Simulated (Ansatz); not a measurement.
Start from `BOC(C)F` and change one atom or group to get `BOC(C)[SiH3]`.

Ansatz, PBE0-D4/def2-TZVP geometries, multiplicity 1. Each molecule was computed in one conformer, which needn't be the lowest.

| property | `BOC(C)F` |
| --- | --- |
| LUMO energy (ωB97M-V/def2-TZVPP) / eV | 1.18 |
| HOMO–LUMO gap (B3LYP/def2-TZVPP) / eV | 7.82 |
| HOMO energy (PBE/def2-TZVPP) / eV | -7.44 |
| HOMO energy (B3LYP/def2-TZVPP) / eV | -8.77 |
| size of the dipole moment (B3LYP/def2-TZVPP) / D | 1.95 |
| HOMO energy (ωB97M-V/def2-TZVPP) / eV | -11.35 |

Task: What does the change do to each property? (Best estimate.)

Result: Ansatz gave: 
```json
{"property": "LUMO energy (ωB97M-V/def2-TZVPP) / eV", "`BOC(C)[SiH3]`": "1.38", "shift": "0.20"}
{"property": "HOMO–LUMO gap (B3LYP/def2-TZVPP) / eV", "`BOC(C)[SiH3]`": "7.37", "shift": "-0.45"}
{"property": "HOMO energy (PBE/def2-TZVPP) / eV", "`BOC(C)[SiH3]`": "-6.99", "shift": "0.45"}
{"property": "HOMO energy (B3LYP/def2-TZVPP) / eV", "`BOC(C)[SiH3]`": "-8.06", "shift": "0.71"}
{"property": "size of the dipole moment (B3LYP/def2-TZVPP) / D", "`BOC(C)[SiH3]`": "1.60", "shift": "-0.35"}
{"property": "HOMO energy (ωB97M-V/def2-TZVPP) / eV", "`BOC(C)[SiH3]`": "-10.52", "shift": "0.83"}
```

With PBE0 the HOMO rises by 0.70 eV and the LUMO rises by 0.24 eV, so the gap narrows by about 0.46 eV. PBE moves the HOMO by 0.45 eV and ωB97M-V by 0.83 eV. Dipoles are sizes alone; their direction can turn.

B3LYP here is the variant with VWN-RPA as its local correlation; programs differ in this.
